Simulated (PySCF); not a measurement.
# F: interval between two levels

F [He] 2s2 2p5 [2P3/2, M_J = 3/2] → F [He] 2s1 2p6 [2S1/2, M_J = 1/2], as a difference of total energies. All numbers are calculated (PySCF 2.14, the two-component X2C-1e Hamiltonian, in x2c-TZVPall-2c). Correlated levels: 1s2 frozen. "Screened" scales the spin-orbit matrix elements by Boettger's factors to mimic the two-electron term; Breit and QED terms are absent.

| method | interval between two levels (cm⁻¹) |
| --- | --- |
| GHF (spin-free) | 192420 |
| GMP2 (spin-free) | 177670 |
| GHF (screened spin-orbit) | 192570 |
| GMP2 (screened spin-orbit) | 177820 |
